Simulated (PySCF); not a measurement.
Molecule: `C#C[C@@]1(C)C(=C)[C@H]1Cl`, C7H7Cl.

Bonds (- single, = double, # triple, : aromatic): C1#C2, C2-C3, C3-C4, C3-C5, C5=C6, C5-C7, C7-Cl8, C7-C3. C1 carries H9; C4 carries H10, H11, H12; C6 carries H13, H14; C7 carries H15. Stereochemistry as in C#C[C@@]1(C)C(=C)[C@H]1Cl. H14 is cis to C3; H13 is trans to C3.

Frames of a GFN2-xTB Langevin trajectory at 300 K; GIAO PBE0/pcSseg-1 shieldings in PySCF, gas phase, non-relativistic; equivalent atoms averaged within each frame.

δ = σ(ref) − σ, references computed at the same level: $^{13}$C (σref 186.93), $^{1}$H (σref 31.72) against TMS; $^{35}$Cl (σref 949.78) vs HCl. The references are static minima.

Question: How do the shifts (ppm) fluctuate along the trajectory?

Answer: 
| time (fs) | C5 | C6 | C2 | C1 | C7 | C4 | C3 | Cl8 | H13 | H14 |
| --- | --- | --- | --- | --- | --- | --- | --- | --- | --- | --- |
| 250 | 144.7 | 115.6 | 88.6 | 77.5 | 35.2 | 25.2 | 21.2 | 115 | 6.34 | 5.56 |
| 425 | 149.7 | 119.1 | 89.5 | 78.9 | 52.7 | 30.1 | 24.9 | 177 | 6.01 | 6.70 |
| 625 | 137.6 | 119.7 | 92.7 | 76.3 | 49.4 | 24.9 | 26.9 | 145 | 7.15 | 6.58 |
| 800 | 151.4 | 117.1 | 87.3 | 80.0 | 47.1 | 32.9 | 27.8 | 183 | 6.66 | 6.05 |
| 1000 | 147.3 | 108.2 | 93.7 | 85.6 | 54.6 | 31.5 | 26.3 | 182 | 5.21 | 6.51 |
| mean of frames | 146.2 | 116.0 | 90.4 | 79.7 | 47.8 | 28.9 | 25.4 | 160 | 6.27 | 6.28 |
| standard deviation | 5.4 | 4.6 | 2.7 | 3.6 | 7.6 | 3.7 | 2.6 | 30 | 0.73 | 0.47 |

5 frames give an uncertainty of the mean of about the standard deviation over 2.2 at best, since frames this close in time may not be independent; classical motion lacks zero-point vibration, and the reference would need the same averaging.
